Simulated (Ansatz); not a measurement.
The cluster SiMo2⁻. Total charge -1; doublet. Geometry r2SCAN-D4/def2-TZVP, that of the neutral singlet; atoms count from 1.

| atom | x (Å) | y (Å) | z (Å) |
| --- | --- | --- | --- |
| Mo1 | 0.538 | 1.108 | 0.116 |
| Mo2 | -1.226 | 0.158 | 0.028 |
| Si3 | 0.688 | -1.265 | -0.144 |

In the def2 sets Mo takes a core potential; there is no spin–orbit coupling. The charge -1 doublet is spin-contaminated (final ⟨S²⟩ up to 1.82, 0.75 for a pure state). The highest occupied level of the charge -1 doublet lies above zero (up to 0.34 eV). Its loss leaves the charge 0 singlet, which lies 1.16 eV higher (vertical, at PBE0-D4/def2-TZVPD), but this difference is unsure: the singlet is doubtful (at the level of its geometry, restricted singlet, unstable towards broken spin symmetry). The structure comes from a short search, and lower isomers may exist.

Question: Estimate the Mulliken populations from the PBE0/def2-TZVPD orbitals of Ansatz.

Answer: 
```json
{"atom": "Mo1", "charge (e)": "-0.32", "spin (α − β)": "2.67", "d electrons": "4.80"}
{"atom": "Mo2", "charge (e)": "-0.26", "spin (α − β)": "-2.14", "d electrons": "4.85"}
{"atom": "Si3", "charge (e)": "-0.43", "spin (α − β)": "0.47", "d electrons": "–"}
```
Mulliken values and Mayer orders depend strongly on the basis. With diffuse functions, as here, like atoms can get unlike values, and bond orders can come out too low or too high.

Question: Where does the spin sit?

Answer: Summed by element: Mo 0.53, Si 0.47, of 1 unpaired in all. Largest on single atoms: Mo1 2.67, Mo2 -2.14, Si3 0.47.

Question: And the Mayer bond orders between bonded heavy atoms (over 0.3)?

Answer: Mo1–Mo2 3.85 (2.01 Å); Mo1–Si3 1.25 (2.39 Å); Mo2–Si3 1.46 (2.39 Å).
